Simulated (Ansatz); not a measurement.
Basis-set extrapolation for C3H8OSi (`CC1OC[SiH2]1`) (PBE0-D4/def2-TZVP geometry, frozen core, Ansatz 0.2.0). Multiplicity 1, RHF reference.

```json
{"": "HF", "def2-TZVPP": "-482.091860", "def2-QZVPP": "-482.109934"}
{"": "MP2 correlation", "def2-TZVPP": "-0.872293", "def2-QZVPP": "-0.932708"}
{"": "CCSD(T) correlation", "def2-TZVPP": "-0.957339", "def2-QZVPP": "not run"}
```

Energies in hartree. Use E(X) = E(∞) + A·exp(−7.88·√X) for Hartree–Fock and E(X) = E(∞) + B·X^(−2.97) for correlation, with X = 3 and 4, and add CCSD(T) minus MP2 of the smaller set to the MP2 limit.

Task: What is the CCSD(T) energy at the basis-set limit?

Result: HF limit: -482.109934 + (-0.018074) × 0.13774 = -482.11242. MP2 limit: -0.932708 + (-0.060415) × 0.74074 = -0.97746. Higher-order term: -0.957339 − (-0.872293) = -0.08505. Total: -483.17493 hartree, 78.9 kcal/mol below CCSD(T)/def2-TZVPP.
